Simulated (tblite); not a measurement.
Species: C₆H₇ClO₂S₂.
Bonds: C1–C2, C2–C3 (aromatic), C3–S4 (aromatic), S4–C5 (aromatic), C5–S6, S6–O7 (double), S6–O8 (double), S6–Cl9, C5–C10 (aromatic), C10–C11, C2–C10 (aromatic). Hydrogens: H12, H13, H14 on C1; H15 on C3; H16, H17, H18 on C11.

Computed with GFN2-xTB (tblite), gas phase: L-BFGS steps from a force-field or distance-geometry start until the largest atomic force falls under 0.01 eV/Å.

Step 79: E = -968.4900 eV
```
atom  x, y, z in Å  |  force x, y, z in eV/Å
C1     -2.5098   -0.2276    0.1974   -0.043  -0.008  -0.026
C2     -1.2271    0.4574   -0.1365   -0.042  -0.012   0.034
C3     -1.1223    1.7580   -0.5355    0.016  -0.031  -0.015
S4      0.4994    2.2597   -0.8152    0.024   0.022  -0.005
C5      1.0410    0.6873   -0.4037    0.023   0.020   0.017
S6      2.7575    0.3990   -0.3129    0.058   0.042  -0.010
O7      3.1019   -0.9118   -0.7561    0.000  -0.027   0.001
O8      3.4739    1.5194   -0.8229   -0.039   0.024  -0.011
Cl9     3.0363    0.4036    1.7100    0.008   0.001   0.001
C10     0.0471   -0.1747   -0.0462   -0.013   0.007   0.016
C11     0.2868   -1.5808    0.3655   -0.007  -0.052   0.002
H12    -2.6679   -1.0851   -0.4578    0.030   0.043   0.037
H13    -3.3438    0.4612    0.0796    0.035  -0.057   0.028
H14    -2.4900   -0.5907    1.2264    0.001   0.043  -0.083
H15    -1.9218    2.4562   -0.6891    0.003  -0.016   0.015
H16     1.3473   -1.7551    0.5194   -0.026  -0.022  -0.015
H17    -0.2564   -1.8108    1.2808   -0.001   0.021  -0.018
H18    -0.0609   -2.2588   -0.4147   -0.027   0.003   0.031
```

Step 80: E = -968.4914 eV
```
atom  x, y, z in Å  |  force x, y, z in eV/Å
C1     -2.5099   -0.2319    0.1871   -0.063  -0.016  -0.038
C2     -1.2298    0.4570   -0.1498   -0.042  -0.008   0.079
C3     -1.1246    1.7598   -0.5413    0.024  -0.041  -0.006
S4      0.4983    2.2626   -0.8136    0.036   0.020  -0.004
C5      1.0407    0.6898   -0.4028    0.029   0.024   0.002
S6      2.7580    0.3989   -0.3039    0.039   0.052  -0.057
O7      3.1013   -0.9106   -0.7539    0.005  -0.002   0.010
O8      3.4787    1.5207   -0.8061   -0.054   0.000   0.005
Cl9     3.0274    0.3915    1.7181    0.008   0.002   0.014
C10     0.0450   -0.1745   -0.0559   -0.004   0.007   0.054
C11     0.2883   -1.5765    0.3680   -0.011  -0.153   0.029
H12    -2.6705   -1.0821   -0.4784    0.023   0.058   0.065
H13    -3.3482    0.4556    0.0847    0.071  -0.070   0.020
H14    -2.4812   -0.6069    1.2125    0.005   0.047  -0.116
H15    -1.9221    2.4623   -0.6865    0.001  -0.029   0.000
H16     1.3575   -1.7655    0.4476   -0.134  -0.019  -0.024
H17    -0.1866   -1.7771    1.3330    0.048   0.049  -0.166
H18    -0.1310   -2.2667   -0.3704    0.018   0.078   0.133
```

**Question.** Estimate the geometry and energy of step 81. (The exact step hangs on the optimiser's Hessian estimate; all steps are aligned on step 80, rigid shifts and turns removed.)

**Answer.** E = -968.4940 eV, largest force 0.095 eV/Å
```
atom  x, y, z in Å  |  force x, y, z in eV/Å
C1     -2.5113   -0.2338    0.1783   -0.037  -0.008  -0.036
C2     -1.2315    0.4561   -0.1561   -0.004   0.007   0.095
C3     -1.1228    1.7607   -0.5395    0.023  -0.022   0.010
S4      0.5020    2.2651   -0.7997    0.029  -0.003   0.002
C5      1.0422    0.6905   -0.3902    0.007   0.005  -0.017
S6      2.7618    0.4013   -0.3038   -0.034   0.022  -0.086
O7      3.0999   -0.9109   -0.7519    0.015   0.039   0.014
O8      3.4722    1.5240   -0.8187   -0.034  -0.020   0.013
Cl9     3.0483    0.3996    1.7135    0.016   0.007   0.036
C10     0.0431   -0.1767   -0.0583    0.022   0.024   0.065
C11     0.2830   -1.5789    0.3697   -0.013  -0.010  -0.016
H12    -2.6632   -1.0873   -0.4826    0.001   0.021   0.042
H13    -3.3539    0.4463    0.0741    0.056  -0.028  -0.014
H14    -2.4843   -0.6006    1.2049    0.014   0.008  -0.066
H15    -1.9186    2.4672   -0.6750    0.001  -0.034  -0.019
H16     1.3460   -1.7744    0.4432    0.063  -0.019  -0.024
H17    -0.1799   -1.7708    1.3355   -0.054   0.026   0.007
H18    -0.1416   -2.2710   -0.3551   -0.071  -0.017  -0.007
```

The energy changes by -0.0026 eV. The first-order estimate −F·Δx gives -0.0055 eV and the mean of the old and new forces, exact on a quadratic surface, -0.0026 eV. The step makes an angle of 75° with the force vector and moves no atom by more than 0.023 Å.

What follows is the cost of the whole relaxation. On Arm Neoverse V1, one thread, shared host, this took 1.4 s of wall time.
